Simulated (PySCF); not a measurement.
Job file and geometry (Å, from GFN2-xTB) of an NMR shielding run on `FC(F)(F)[SiH2][Si@H]([SiH3])[SiH2]P`, CH₁₀F₃PSi₄, GIAO PBE0/pcSseg-1 NMR shielding, non-relativistic, gas phase (PySCF); density fitting, a coarse starting grid and PySCF grid level 2 are the driver's defaults:

```
$ OMP_NUM_THREADS=1 python probes_run.py task.json out

{"job": {"kind": "nmr", "xc": "PBE0", "basis": "pcSseg-1"}, "charge": 0, "multiplicity": 1}
F     -2.432850     0.435891     1.304272
C     -1.877469     1.407757     0.541815
F     -0.736841     1.759575     1.188195
F     -2.695489     2.468819     0.630675
Si    -1.527077     0.801405    -1.276463
Si     0.101652    -0.847440    -0.984922
Si    -0.382415    -2.297358     0.801038
Si     2.261402     0.098931    -0.904634
P      2.894237     0.981168     1.050714
H     -2.889956     0.474096    -1.706702
H     -1.192822     2.071081    -1.930801
H      0.032071    -1.594510    -2.263716
H     -1.803428    -2.630388     0.874779
H      0.016149    -1.681844     2.067187
H      0.368075    -3.549196     0.668744
H      3.281332    -0.918327    -1.197330
H      2.458317     1.176945    -1.884877
H      2.293561     0.015386     1.838121
H      1.821750     1.837260     1.176445
```

Q: Write the output of this run.

A: 
```
coarse grid: 18664 points
cycle   1  E = -1841.7597138043  dE =  5.818e-01  |g| = 8.266e-01  |ddm| = 3.869e+00
cycle   2  E = -1841.6334012256  dE =  1.263e-01  |g| = 1.249e+00  |ddm| = 1.121e+00
cycle   3  E = -1841.8759296529  dE = -2.425e-01  |g| = 3.921e-02  |ddm| = 6.581e-01
cycle   4  E = -1841.8761583503  dE = -2.287e-04  |g| = 1.823e-02  |ddm| = 7.338e-02
cycle   5  E = -1841.8762426131  dE = -8.426e-05  |g| = 6.296e-03  |ddm| = 3.787e-02
cycle   6  E = -1841.8762547007  dE = -1.209e-05  |g| = 9.649e-04  |ddm| = 1.118e-02
cycle   7  E = -1841.8762549082  dE = -2.074e-07  |g| = 3.003e-04  |ddm| = 1.392e-03
final grid: 159376 points
cycle   8  E = -1841.9449717794  dE = -4.315e-05  |g| = 5.942e-03  |ddm| = 2.474e-02
cycle   9  E = -1841.9449667464  dE =  5.033e-06  |g| = 8.243e-03  |ddm| = 8.684e-03
cycle  10  E = -1841.9449777084  dE = -1.096e-05  |g| = 3.939e-04  |ddm| = 4.752e-03
cycle  11  E = -1841.9449777238  dE = -1.549e-08  |g| = 1.613e-04  |ddm| = 5.441e-04
cycle  12  E = -1841.9449777297  dE = -5.880e-09  |g| = 4.460e-05  |ddm| = 2.841e-04
cycle  13  E = -1841.9449777304  dE = -6.457e-10  |g| = 1.093e-05  |ddm| = 8.224e-05
converged SCF energy = -1841.9449777304

GIAO shielding tensors (ppm)
atom      isotropic    diamagn.    paramagn.     s11        s22        s33       span
  0 F      237.900     476.488    -238.588    135.294    253.071    325.335    190.041
  1 C       44.291     248.559    -204.268     36.554     41.589     54.732     18.178
  2 F      236.458     479.741    -243.283    137.759    251.210    320.405    182.645
  3 F      236.671     470.089    -233.418    140.856    245.803    323.353    182.497
  4 Si     412.656     880.211    -467.555    384.772    406.267    446.928     62.156
  5 Si     490.351     882.800    -392.449    476.576    483.702    510.775     34.199
  6 Si     461.121     880.664    -419.543    448.935    464.389    470.038     21.103
  7 Si     431.933     880.794    -448.860    398.228    437.536    460.037     61.809
  8 P      623.968     968.323    -344.355    565.497    596.118    710.288    144.791
  9 H       27.424      28.465      -1.041     23.901     25.134     33.237      9.336
 10 H       27.473      29.073      -1.600     24.573     25.171     32.675      8.102
 11 H       28.288      30.334      -2.047     24.431     25.106     35.326     10.895
 12 H       27.981      29.426      -1.445     23.784     26.407     33.753      9.969
 13 H       27.967      30.348      -2.381     24.711     27.100     32.090      7.379
 14 H       28.060      29.275      -1.215     24.182     25.398     34.599     10.418
 15 H       27.471      29.402      -1.930     22.993     25.675     33.747     10.754
 16 H       27.478      29.434      -1.956     23.516     25.631     33.288      9.771
 17 H       30.591      32.801      -2.210     25.122     28.804     37.847     12.725
 18 H       30.445      32.883      -2.438     24.431     28.276     38.626     14.195
```

Q: Turn these shieldings into chemical shifts. Referencing at the same level of theory: CFCl3 for 19F (σref 170.95); 13C (σref 186.93) and 29Si (σref 349.16) and 1H (σref 31.72) vs TMS; H3PO4 for 31P (σref 318.38).

A: Averaging equivalent atoms: F 0/2/3: -66.1; C 1: 142.6; Si 4: -63.5; Si 7: -82.8; Si 6: -112.0; Si 5: -141.2; P 8: -305.6; H 9: 4.29; H 15: 4.25; H 10: 4.24; H 16: 4.24; H 12/13/14: 3.71; H 11: 3.43; H 17/18: 1.20 ppm. Unscaled 19F shifts against computed CFCl3 carry errors that often reach 10 to 50 ppm. Experimental scales use liquid or dissolved standards, which lie at an offset from isolated H3PO4.

Size and cost of the density-fitted run: 238 basis functions, 120 s wall time on 1 thread of an AMD EPYC, shared host; peak memory 1.1 GiB.
